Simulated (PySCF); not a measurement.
# Fractional electron number in Rb⁺ (rubidium, charge +1)

The 4p beta orbital of [Kr] is emptied in steps (occupation f), with all orbitals relaxed, ending at [Ar] 3d10 4s2 4p5. All numbers are calculated (PySCF 2.14, scalar relativity through the core potential, in def2-TZVPPD with the def2 core potential (28 electrons) (6s4p3d1f, 40 functions)). The exact energy is a straight line in f; departures are measured from the line between the end points of the same method.

Task: Among UHF, LDA, PBE, PBE0, r2SCAN, LC-wPBE, BHandHLYP, wB97X, r2SCAN0, HSE06, which shows the largest delocalisation error (convex curve), and which is closest to linear?

Result: Most convex: LDA (-1.448 eV at f = 0.5); closest to linear: UHF (0.227 eV).

```
   f  UHF (eV)  LDA (eV)  PBE (eV)  PBE0 (eV)  r2SCAN (eV)  LC-wPBE (eV)  BHandHLYP (eV)  wB97X (eV)  r2SCAN0 (eV)  HSE06 (eV)
   1     0.000     0.000     0.000      0.000        0.000         0.000           0.000       0.000         0.000       0.000
0.75     0.174    -1.085    -1.062     -0.758       -0.991        -0.207          -0.458      -0.289        -0.707      -0.836
 0.5     0.227    -1.448    -1.411     -1.007       -1.296        -0.270          -0.612      -0.386        -0.924      -1.110
0.25     0.166    -1.085    -1.052     -0.750       -0.944        -0.196          -0.461      -0.292        -0.673      -0.827
   0     0.000     0.000     0.000      0.000        0.000         0.000           0.000       0.000         0.000       0.000
```

```json
{"method": "UHF", "E(f=0) − E(f=1) (eV)": "26.550", "−ε at f=1 (eV)": "27.503", "−ε at f=0.5 (eV)": "26.528"}
{"method": "LDA", "E(f=0) − E(f=1) (eV)": "27.493", "−ε at f=1 (eV)": "21.721", "−ε at f=0.5 (eV)": "27.491"}
{"method": "PBE", "E(f=0) − E(f=1) (eV)": "27.380", "−ε at f=1 (eV)": "21.710", "−ε at f=0.5 (eV)": "27.406"}
{"method": "PBE0", "E(f=0) − E(f=1) (eV)": "27.473", "−ε at f=1 (eV)": "23.420", "−ε at f=0.5 (eV)": "27.495"}
{"method": "r2SCAN", "E(f=0) − E(f=1) (eV)": "27.564", "−ε at f=1 (eV)": "22.219", "−ε at f=0.5 (eV)": "27.688"}
{"method": "LC-wPBE", "E(f=0) − E(f=1) (eV)": "27.505", "−ε at f=1 (eV)": "26.389", "−ε at f=0.5 (eV)": "27.533"}
{"method": "BHandHLYP", "E(f=0) − E(f=1) (eV)": "27.428", "−ε at f=1 (eV)": "24.993", "−ε at f=0.5 (eV)": "27.421"}
{"method": "wB97X", "E(f=0) − E(f=1) (eV)": "27.489", "−ε at f=1 (eV)": "25.945", "−ε at f=0.5 (eV)": "27.483"}
{"method": "r2SCAN0", "E(f=0) − E(f=1) (eV)": "27.560", "−ε at f=1 (eV)": "23.740", "−ε at f=0.5 (eV)": "27.653"}
{"method": "HSE06", "E(f=0) − E(f=1) (eV)": "27.469", "−ε at f=1 (eV)": "23.004", "−ε at f=0.5 (eV)": "27.491"}
```

Reference removal energy between the ground levels: 27.290 eV (measured; NIST Atomic Spectra Database, ionization energies). The calculation has no spin-orbit coupling. UHF lacks correlation.
